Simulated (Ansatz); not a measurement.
Reaction (cleavage of the Si–Ga bond): `C[SiH2][GaH][Cl]` + `CN[SiH3]` → `C[SiH2]N(C)[SiH3]` + `[Cl][GaH2]`

Gas-phase electronic energies from Ansatz, PBE0-D4/def2-TZVP geometries. CCSD(T)/CBS adds triple-zeta CCSD(T) − MP2 to the extrapolated MP2 energy (def2 sets, frozen cores). Functionals use def2-TZVPP. For Ga outer-core shells are correlated without core-valence functions, which leaves a few kJ/mol of doubt a bond. Scalar relativity is left out up to krypton. One conformer a species, not always the lowest.

```
     level  ΔE (kJ/mol)
 r2SCAN-D4        -35.4
r2SCANh-D4        -36.3
    B2PLYP        -37.1
   LC-ωPBE        -34.2
```

Task: What does CCSD(T)/CBS give? (An estimate is asked.)

Result: Computed: -39.8 kJ/mol. The listed levels differ from it by 4.4, 3.5, 2.7, 5.6 kJ/mol.

Task: What do rigid-rotor, harmonic-oscillator terms from PBE0-D4/def2-TZVP frequencies (298.15 K, 1 bar) make of the CCSD(T)/CBS value? (Best estimate.)

Result: Ansatz gave: ΔZPE = -8.1 kJ/mol, ΔH = -48.9 kJ/mol, ΔS = -19 J/(mol·K), ΔG = -43.4 kJ/mol. Modes under 50 cm⁻¹ make the entropy rough.

Largest T1 diagnostic among the species: 0.012.

The D4 term adds −8.8 kJ/mol with B3LYP and −5.0 kJ/mol with PBE0; it sums over pairs of atoms, weighted by their polarisabilities, and B3LYP, whose exchange is more repulsive, gets the larger term. Leaving LDA and LC-ωPBE aside and taking each functional with its dispersion term where it has one, the values, not all of them listed here, spread over 20.8 kJ/mol, from ωB97M-V to PBE-D4. LDA lies −13.2 kJ/mol from PBE without D4.

B3LYP here is the variant with VWN-RPA as its local correlation; programs differ in this.
